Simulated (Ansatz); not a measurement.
Relaxation of cyclo-(H2SnO)4 (Sn₄O₄H₈) with RKS r2SCAN-D4/def2-SVP.

```sh
$ ansatz run in.yaml --threads 4 --pin off --events-out ev --progress --plain --max-ram 6963MiB
```

```yaml
crystal:
  periodic: [false, false, false]
  atoms:
    - {symbol: Sn, position_ang: [-0.793290, -2.465090, 0.433460]}
    - {symbol: H, position_ang: [-1.050640, -3.125800, 1.936660]}
    - {symbol: H, position_ang: [-1.022440, -3.343950, -0.960020]}
    - {symbol: O, position_ang: [-1.965320, -0.966550, 0.339070]}
    - {symbol: Sn, position_ang: [-2.482530, 0.852800, 0.114640]}
    - {symbol: H, position_ang: [-2.865730, 1.425500, 1.631050]}
    - {symbol: H, position_ang: [-3.588450, 0.844420, -1.122720]}
    - {symbol: O, position_ang: [-1.029750, 1.909170, -0.525440]}
    - {symbol: Sn, position_ang: [0.779410, 2.312730, -0.962900]}
    - {symbol: H, position_ang: [1.133450, 3.703630, -0.130590]}
    - {symbol: H, position_ang: [0.895610, 2.231940, -2.622890]}
    - {symbol: O, position_ang: [1.966800, 1.013790, -0.229370]}
    - {symbol: Sn, position_ang: [2.495210, -0.699010, 0.413460]}
    - {symbol: H, position_ang: [3.552780, -1.312790, -0.708680]}
    - {symbol: H, position_ang: [2.944860, -0.464720, 1.999170]}
    - {symbol: O, position_ang: [1.030030, -1.916070, 0.395090]}
basis:
  gaussian: {orbitals: def2-SVP}
hamiltonian: {xc: r2scan, dispersion: d4}
scf: {lower_state_search: "off"}
output: {orbitals: {seedname: orbitals}}
relax: {f_tol: 0.03, max_steps: 70}
```

It took 2.1 min on 4 threads of Arm Neoverse V1 on a shared host.

Positions (Å) and forces (eV/Å) at steps 1, 2, 4, 5, 6, 7, 8, 9, 10, 13, 14, 15, 16, 17, 18, 19 of 19:

```xyz
16
step=1 energy=-31642.7127 eV
Sn   -0.793   -2.465    0.433   -0.314   -0.955    0.067
H    -1.051   -3.126    1.937   -0.145   -0.422    0.652
H    -1.022   -3.344   -0.960   -0.144   -0.472   -0.572
O    -1.965   -0.967    0.339   -0.426   -0.216    0.093
Sn   -2.483    0.853    0.115   -0.868    0.390    0.201
H    -2.866    1.425    1.631   -0.244    0.271    0.624
H    -3.588    0.844   -1.123   -0.637    0.053   -0.518
O    -1.030    1.909   -0.525   -0.293    0.398   -0.119
Sn    0.779    2.313   -0.963    0.321    0.760   -0.540
H     1.133    3.704   -0.131    0.196    0.753    0.276
H     0.896    2.232   -2.623    0.086    0.030   -0.718
O     1.967    1.014   -0.229    0.407    0.331    0.060
Sn    2.495   -0.699    0.413    0.929   -0.239    0.330
H     3.553   -1.313   -0.709    0.619   -0.292   -0.458
H     2.945   -0.465    1.999    0.269    0.053    0.688
O     1.030   -1.916    0.395    0.243   -0.446   -0.067
16
step=2 energy=-31643.2100 eV
Sn   -0.815   -2.537    0.447   -0.069   -0.209    0.008
H    -1.096   -3.290    1.980    0.039    0.099   -0.205
H    -1.078   -3.491   -0.972    0.030    0.115    0.180
O    -2.005   -0.987    0.346   -0.098   -0.046    0.020
Sn   -2.555    0.876    0.113   -0.189    0.088    0.056
H    -2.992    1.484    1.672    0.046   -0.072   -0.186
H    -3.766    0.902   -1.123    0.168   -0.004    0.173
O    -1.052    1.949   -0.536   -0.062    0.095   -0.030
Sn    0.802    2.384   -0.982    0.073    0.151   -0.148
H     1.184    3.879   -0.197   -0.058   -0.214   -0.115
H     0.943    2.328   -2.706   -0.013    0.012    0.202
O     2.008    1.038   -0.229    0.095    0.082    0.030
Sn    2.569   -0.720    0.421    0.198   -0.052    0.090
H     3.732   -1.352   -0.694   -0.160    0.093    0.156
H     3.069   -0.506    2.063   -0.056   -0.032   -0.200
O     1.053   -1.956    0.397    0.056   -0.105   -0.032
16
step=4 energy=-31643.2680 eV
Sn   -0.804   -2.527    0.391   -0.014   -0.041   -0.006
H    -1.010   -3.282    1.917    0.021    0.007   -0.009
H    -1.131   -3.452   -1.012   -0.013    0.000    0.013
O    -2.035   -0.997    0.387    0.091    0.024   -0.001
Sn   -2.534    0.888    0.156   -0.047    0.034    0.013
H    -2.888    1.493    1.720    0.009    0.000   -0.005
H    -3.780    0.919   -1.019    0.003    0.000    0.020
O    -1.084    1.986   -0.589    0.037   -0.071    0.003
Sn    0.801    2.345   -1.009    0.045    0.012   -0.027
H     1.154    3.888   -0.355   -0.009   -0.016   -0.035
H     0.976    2.129   -2.704    0.011   -0.023    0.033
O     2.025    1.128   -0.061   -0.107   -0.023    0.041
Sn    2.540   -0.699    0.460   -0.006   -0.029    0.020
H     3.763   -1.235   -0.613    0.000    0.024    0.018
H     2.924   -0.585    2.127   -0.018   -0.029   -0.015
O     1.082   -1.998    0.205   -0.003    0.130   -0.064
16
step=5 energy=-31643.3100 eV
Sn   -0.793   -2.520    0.343    0.081    0.051   -0.013
H    -0.917   -3.272    1.883    0.036    0.019   -0.043
H    -1.193   -3.446   -1.041   -0.011    0.013    0.039
O    -2.019   -0.984    0.423    0.110   -0.025    0.004
Sn   -2.522    0.901    0.188    0.005    0.037   -0.007
H    -2.817    1.516    1.763    0.017    0.000   -0.035
H    -3.808    0.927   -0.944    0.015    0.006    0.037
O    -1.093    1.976   -0.636    0.016   -0.069   -0.002
Sn    0.804    2.315   -1.027    0.167   -0.131    0.079
H     1.133    3.912   -0.484   -0.014   -0.106   -0.069
H     1.028    1.962   -2.703    0.014    0.002    0.170
O     1.983    1.181    0.102   -0.209    0.004   -0.100
Sn    2.518   -0.683    0.490   -0.246   -0.094   -0.040
H     3.802   -1.129   -0.561   -0.048    0.043    0.068
H     2.815   -0.683    2.188   -0.043   -0.049   -0.138
O     1.079   -1.973    0.014    0.110    0.299    0.050
16
step=6 energy=-31643.3626 eV
Sn   -0.770   -2.501    0.311    0.148    0.079   -0.064
H    -0.787   -3.264    1.852    0.032    0.044   -0.049
H    -1.252   -3.433   -1.043    0.002    0.010    0.034
O    -1.995   -0.970    0.464    0.045   -0.045    0.025
Sn   -2.522    0.904    0.203    0.062    0.072    0.070
H    -2.745    1.554    1.775   -0.008   -0.014   -0.031
H    -3.852    0.934   -0.876    0.020   -0.022    0.019
O    -1.114    1.951   -0.690    0.020    0.005   -0.056
Sn    0.794    2.288   -1.019    0.269   -0.238   -0.003
H     1.130    3.922   -0.603   -0.061   -0.123   -0.021
H     1.119    1.802   -2.649   -0.042    0.049    0.194
O     1.911    1.217    0.235   -0.154   -0.013   -0.102
Sn    2.487   -0.661    0.494   -0.336   -0.132    0.047
H     3.836   -1.023   -0.507   -0.079    0.057    0.040
H     2.697   -0.818    2.203   -0.027    0.004   -0.198
O     1.063   -1.902   -0.150    0.109    0.268    0.097
16
step=7 energy=-31643.4002 eV
Sn   -0.754   -2.470    0.253    0.056    0.144    0.080
H    -0.649   -3.208    1.810    0.017    0.023   -0.142
H    -1.301   -3.425   -1.064    0.015    0.058    0.068
O    -1.961   -0.938    0.515    0.090   -0.189    0.060
Sn   -2.479    0.936    0.238    0.045    0.036   -0.178
H    -2.699    1.603    1.805    0.064    0.019   -0.061
H    -3.838    0.903   -0.811    0.038    0.053    0.058
O    -1.093    1.914   -0.772   -0.228   -0.120    0.056
Sn    0.832    2.208   -1.041    0.076   -0.032    0.257
H     1.065    3.868   -0.651    0.090   -0.152   -0.097
H     1.178    1.663   -2.644    0.059    0.019    0.206
O     1.833    1.217    0.375   -0.164    0.111   -0.238
Sn    2.433   -0.662    0.539   -0.191   -0.097   -0.220
H     3.803   -0.891   -0.482   -0.096   -0.019    0.151
H     2.603   -0.915    2.240   -0.051   -0.046   -0.218
O     1.029   -1.804   -0.312    0.181    0.191    0.219
16
step=8 energy=-31643.4791 eV
Sn   -0.744   -2.415    0.236    0.107    0.124    0.004
H    -0.546   -3.263    1.717    0.005   -0.007   -0.062
H    -1.343   -3.272   -1.120   -0.021    0.028    0.025
O    -1.929   -0.914    0.710    0.065   -0.071    0.020
Sn   -2.471    0.924    0.245    0.071    0.034   -0.068
H    -2.598    1.735    1.752    0.027    0.009   -0.045
H    -3.871    0.833   -0.738   -0.002    0.004    0.030
O    -1.139    1.795   -0.926   -0.060   -0.076    0.043
Sn    0.796    2.161   -1.032    0.087   -0.135    0.144
H     1.025    3.825   -0.689    0.003   -0.052   -0.033
H     1.299    1.562   -2.562    0.018    0.030    0.056
O     1.735    1.213    0.447   -0.054    0.147   -0.073
Sn    2.412   -0.642    0.544   -0.126    0.033   -0.086
H     3.815   -0.829   -0.428   -0.043    0.010    0.046
H     2.551   -1.010    2.217   -0.031   -0.010   -0.069
O     1.009   -1.701   -0.373   -0.049   -0.068    0.068
16
step=9 energy=-31643.5123 eV
Sn   -0.733   -2.391    0.220   -0.182    0.071    0.061
H    -0.472   -3.374    1.612   -0.012    0.085   -0.115
H    -1.448   -3.136   -1.154    0.042    0.066    0.072
O    -1.860   -0.897    0.887    0.167    0.017   -0.171
Sn   -2.426    0.902    0.253    0.163    0.053    0.081
H    -2.472    1.866    1.685    0.024   -0.097   -0.160
H    -3.889    0.754   -0.633    0.074   -0.020    0.024
O    -1.135    1.654   -1.060    0.039   -0.167    0.188
Sn    0.797    2.111   -1.032   -0.140    0.052   -0.078
H     0.947    3.792   -0.742   -0.021   -0.011    0.006
H     1.438    1.531   -2.522   -0.019   -0.014    0.125
O     1.680    1.263    0.539   -0.116    0.019   -0.150
Sn    2.346   -0.601    0.550    0.179   -0.093    0.188
H     3.784   -0.739   -0.374   -0.030    0.030   -0.009
H     2.444   -1.066    2.200   -0.031    0.016   -0.041
O     0.999   -1.668   -0.429   -0.135   -0.006   -0.021
16
step=10 energy=-31643.5217 eV
Sn   -0.741   -2.372    0.185   -0.169    0.241    0.129
H    -0.434   -3.418    1.521   -0.069    0.049   -0.137
H    -1.512   -3.009   -1.218    0.056    0.061    0.140
O    -1.774   -0.869    0.994    0.114   -0.034   -0.215
Sn   -2.377    0.898    0.296    0.322   -0.056   -0.082
H    -2.342    1.959    1.663   -0.031   -0.151   -0.205
H    -3.845    0.669   -0.568    0.044    0.044    0.104
O    -1.123    1.512   -1.133    0.063    0.021    0.267
Sn    0.778    2.106   -1.056   -0.132   -0.396   -0.068
H     0.854    3.793   -0.767   -0.023   -0.033   -0.040
H     1.528    1.434   -2.460   -0.105    0.187    0.102
O     1.613    1.266    0.543   -0.027    0.066    0.028
Sn    2.312   -0.590    0.580   -0.048    0.112    0.031
H     3.747   -0.666   -0.353    0.016   -0.030    0.069
H     2.332   -1.083    2.224    0.045    0.033   -0.059
O     0.984   -1.629   -0.453   -0.056   -0.113   -0.064
16
step=13 energy=-31643.6063 eV
Sn   -0.719   -2.319    0.031    0.011   -0.021   -0.013
H    -0.645   -3.670    1.096   -0.011    0.092   -0.086
H    -1.511   -2.537   -1.480    0.053    0.019    0.099
O    -1.532   -0.867    1.114    0.041   -0.073   -0.037
Sn   -2.227    0.863    0.436    0.006    0.019   -0.025
H    -1.979    2.001    1.693   -0.008   -0.010   -0.029
H    -3.826    0.637   -0.142    0.043    0.021    0.024
O    -1.158    1.278   -1.186   -0.040   -0.014    0.056
Sn    0.696    1.984   -1.219    0.005   -0.015    0.019
H     0.658    3.686   -1.027    0.000   -0.016   -0.022
H     1.428    1.348   -2.628    0.003    0.005   -0.008
O     1.556    1.318    0.440    0.008   -0.054    0.001
Sn    2.247   -0.520    0.748   -0.016    0.017    0.000
H     3.823   -0.652    0.081   -0.048    0.009    0.036
H     2.060   -0.838    2.424    0.002    0.013   -0.058
O     1.129   -1.710   -0.380   -0.051    0.007    0.042
16
step=14 energy=-31643.6094 eV
Sn   -0.701   -2.304   -0.036    0.000   -0.001    0.000
H    -0.695   -3.740    0.930    0.005    0.198   -0.139
H    -1.491   -2.389   -1.572    0.112    0.017    0.213
O    -1.458   -0.892    1.151    0.027   -0.098   -0.091
Sn   -2.176    0.846    0.512    0.021    0.089   -0.148
H    -1.868    2.027    1.720    0.012   -0.082   -0.033
H    -3.809    0.661    0.008    0.075   -0.018    0.048
O    -1.182    1.202   -1.179   -0.014    0.001    0.126
Sn    0.664    1.934   -1.273   -0.019   -0.013    0.035
H     0.615    3.645   -1.158   -0.010   -0.036    0.009
H     1.397    1.282   -2.674   -0.005   -0.034   -0.006
O     1.533    1.332    0.407    0.031   -0.097    0.009
Sn    2.218   -0.494    0.807   -0.051    0.054   -0.018
H     3.838   -0.625    0.239   -0.109    0.009    0.042
H     1.943   -0.768    2.483    0.014    0.015   -0.121
O     1.173   -1.717   -0.363   -0.089   -0.004    0.073
16
step=15 energy=-31643.6186 eV
Sn   -0.696   -2.286   -0.048   -0.046   -0.023    0.005
H    -0.693   -3.730    0.893    0.006    0.125   -0.079
H    -1.479   -2.352   -1.580    0.063    0.009    0.117
O    -1.457   -0.887    1.146    0.066   -0.129   -0.074
Sn   -2.166    0.854    0.510    0.020    0.036   -0.042
H    -1.817    2.000    1.738   -0.019   -0.021   -0.058
H    -3.808    0.646    0.050    0.070    0.038    0.011
O    -1.182    1.199   -1.185   -0.078   -0.015    0.098
Sn    0.666    1.919   -1.287   -0.021    0.005    0.046
H     0.605    3.629   -1.176    0.018   -0.034   -0.028
H     1.390    1.225   -2.674    0.003    0.005    0.007
O     1.519    1.341    0.409    0.023   -0.057   -0.007
Sn    2.203   -0.481    0.816   -0.006    0.003   -0.005
H     3.827   -0.611    0.273   -0.070    0.014    0.024
H     1.910   -0.762    2.484    0.001    0.014   -0.066
O     1.178   -1.705   -0.368   -0.030    0.031    0.053
16
step=16 energy=-31643.6277 eV
Sn   -0.683   -2.283   -0.084    0.006    0.003    0.000
H    -0.661   -3.730    0.830    0.001   -0.004   -0.004
H    -1.454   -2.328   -1.610    0.004    0.002   -0.009
O    -1.459   -0.919    1.132    0.001    0.016    0.003
Sn   -2.150    0.849    0.545   -0.013   -0.007   -0.004
H    -1.762    1.982    1.767    0.005   -0.004    0.013
H    -3.799    0.688    0.111    0.001    0.004    0.011
O    -1.207    1.209   -1.163    0.013   -0.007   -0.001
Sn    0.653    1.891   -1.299    0.005   -0.004    0.001
H     0.627    3.603   -1.257    0.002   -0.002   -0.012
H     1.367    1.143   -2.662   -0.003   -0.003   -0.002
O     1.506    1.357    0.411   -0.014   -0.006    0.005
Sn    2.181   -0.461    0.838    0.003    0.000   -0.006
H     3.813   -0.583    0.331    0.001    0.002    0.007
H     1.847   -0.749    2.491   -0.007    0.003    0.002
O     1.182   -1.670   -0.378   -0.005    0.006   -0.006
16
step=17 energy=-31643.6325 eV
Sn   -0.666   -2.262   -0.146    0.026    0.052    0.018
H    -0.646   -3.748    0.702   -0.006   -0.020    0.007
H    -1.412   -2.242   -1.684   -0.014    0.000   -0.013
O    -1.433   -0.946    1.128   -0.041    0.032   -0.023
Sn   -2.119    0.847    0.601    0.034   -0.051    0.020
H    -1.650    1.947    1.825   -0.006   -0.004   -0.009
H    -3.792    0.733    0.245    0.028   -0.002    0.003
O    -1.233    1.186   -1.144    0.021    0.029   -0.001
Sn    0.635    1.842   -1.335    0.001   -0.016   -0.001
H     0.635    3.557   -1.399   -0.006   -0.060    0.013
H     1.329    1.014   -2.665   -0.014    0.016    0.032
O     1.473    1.378    0.406   -0.010    0.039   -0.040
Sn    2.147   -0.429    0.881   -0.036   -0.012    0.000
H     3.804   -0.541    0.458   -0.019    0.000    0.007
H     1.727   -0.707    2.517    0.015   -0.004   -0.019
O     1.202   -1.629   -0.389    0.030    0.001    0.005
16
step=18 energy=-31643.6329 eV
Sn   -0.649   -2.245   -0.185   -0.033   -0.004    0.023
H    -0.645   -3.757    0.620    0.011    0.007   -0.003
H    -1.394   -2.189   -1.724    0.007    0.010   -0.001
O    -1.428   -0.969    1.124    0.009    0.055   -0.035
Sn   -2.090    0.845    0.638   -0.032   -0.037   -0.007
H    -1.586    1.933    1.860    0.003   -0.027   -0.024
H    -3.773    0.757    0.319    0.039    0.001    0.013
O    -1.252    1.180   -1.133    0.057    0.002    0.016
Sn    0.623    1.804   -1.363   -0.020    0.046    0.004
H     0.629    3.518   -1.469    0.004   -0.072   -0.008
H     1.309    0.932   -2.670   -0.026    0.028    0.050
O     1.457    1.401    0.396   -0.019   -0.022   -0.029
Sn    2.119   -0.402    0.908    0.057   -0.025    0.006
H     3.789   -0.514    0.536   -0.032    0.009    0.004
H     1.671   -0.687    2.537   -0.010    0.011   -0.034
O     1.221   -1.606   -0.394   -0.013    0.020    0.025
16
step=19 energy=-31643.6342 eV
Sn   -0.654   -2.248   -0.175   -0.005    0.005    0.011
H    -0.641   -3.753    0.640   -0.001   -0.003   -0.002
H    -1.398   -2.193   -1.713   -0.003   -0.001   -0.005
O    -1.429   -0.961    1.125   -0.004    0.022   -0.016
Sn   -2.099    0.844    0.627   -0.004   -0.016    0.012
H    -1.595    1.933    1.848   -0.006   -0.010   -0.012
H    -3.778    0.749    0.302    0.018    0.002    0.006
O    -1.248    1.181   -1.135    0.022    0.004    0.005
Sn    0.625    1.813   -1.353    0.002    0.004   -0.004
H     0.632    3.524   -1.456   -0.001   -0.028    0.002
H     1.313    0.947   -2.661   -0.012    0.014    0.023
O     1.459    1.394    0.401   -0.014    0.006   -0.024
Sn    2.127   -0.410    0.901    0.008   -0.013   -0.003
H     3.793   -0.516    0.515   -0.016    0.000    0.006
H     1.678   -0.693    2.527    0.005    0.001   -0.010
O     1.216   -1.611   -0.393    0.009    0.012    0.012
```

In the def2 sets Sn takes a core potential; there is no spin–orbit coupling.
